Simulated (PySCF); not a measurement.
NbO2F, SMILES [Nb](=[O])([F])=[O], multiplicity 1.

Geometry optimised at PBE-D3(BJ)/def2-TZVP. The spin state was assumed, not searched. The def2 effective core potentials stand for the cores of Nb; spin–orbit coupling is left out.

The numbers are results of PBE-D3(BJ)/def2-TZVP run with PySCF, not measurements.

Frequencies are harmonic and unscaled.

Computed vibrational spectrum:
```csv
mode,ν (cm⁻¹),IR (km/mol),moving atoms (share of kinetic energy)
1,179,49.5,"O 47 %, Nb 27 %, F 26 %"
2,215,5.1,"O 46 %, F 43 %, Nb 11 %"
3,335,4.2,"O 87 %, Nb 9 %"
4,645,130.8,"F 80 %, Nb 19 %"
5,939,230.3,"O 81 %, Nb 19 %"
6,978,64.1,"O 88 %, Nb 12 %"
```
